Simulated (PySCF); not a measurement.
Compound: C5H6FNSi.
Numbering: `[N:1]#[C:2][C:3]1=[CH:4][CH2:5][SiH2:6][C@H:7]1[F:8]`

Definitions: NICS(0) = −σiso at the ring centroid; NICS(1) = −σiso and NICS(1)zz = −σzz at ±1 Å along the ring normal z. Level: GIAO PBE0/pcSseg-1 (PySCF, non-relativistic, gas phase) on the GFN2-xTB geometry, one conformer.

Ring bond lengths (Å), with Mayer bond orders in brackets: C3–C4 1.335 (1.76), C4–C5 1.493 (1.05), C5–Si6 1.912 (0.90), Si6–C7 1.931 (0.84), C7–C3 1.510 (1.01).

Problem. Give the NICS values of each ring in ppm.

Solution. 
```
           ring                                                      type  NICS(0)  NICS(1), two faces  NICS(1)zz, two faces  rms pucker (Å)  centre to ring atoms, mean (Å)
C3–C4–C5–Si6–C7  5-membered ring with Si; formal bonds 1 double, 4 single     -2.3         -4.4 / -2.2            -3.5 / 0.0            0.02                            1.38
```

Problem. What can be read from them?

Solution. 
- C3–C4–C5–Si6–C7: mean NICS(1)zz -1.7 ppm, near zero. C5, Si6, C7 have four or more neighbours, so the value isn't read as a sign of a π ring current. The two faces differ by 3.5 ppm, so no symmetry operation interchanges them.

Problem. List the ring angles and the Hirshfeld charges of the ring atoms.

Solution. 
- C3–C4–C5–Si6–C7: C3 118.2° (-0.009 e), C4 119.3° (+0.003 e), C5 105.1° (-0.154 e), Si6 92.7° (+0.363 e), C7 104.4° (-0.022 e); sum 539.9° against 540° for a flat convex ring.

Problem. How shielded are the nuclei of the rings and their hydrogens (means over atoms taken as equivalent)?

Solution. 
| atoms | environment | σ isotropic (ppm) | principal values of the symmetric part, first atom (ppm) |
| --- | --- | --- | --- |
| C3 | fully substituted alkene carbon | 61.2 | -42.1, 88.4, 137.4 |
| C4 | alkene CH carbon | 23.4 | -91.3, 22.0, 139.6 |
| C5 | sp3 carbon bound to silicon | 169.4 | 155.0, 159.9, 193.4 |
| Si6 | SiH2 silicon | 380.3 | 341.1, 383.0, 416.7 |
| C7 | sp3 C–F carbon | 93.1 | 55.9, 82.9, 140.4 |
| H on C4 | vinylic hydrogen | 24.57 | 22.7, 23.5, 27.5 |
| H on C5 | methylene hydrogen | 29.58 | 25.4, 26.7, 36.7 |
| H on C5 | methylene hydrogen | 29.85 | 25.5, 27.1, 36.9 |
| H on Si6 | Si–H hydrogen | 27.21 | 24.2, 25.0, 32.5 |
| H on Si6 | Si–H hydrogen | 27.27 | 24.0, 24.9, 32.9 |
| H on C7 | methine hydrogen | 25.99 | 24.0, 25.6, 28.3 |
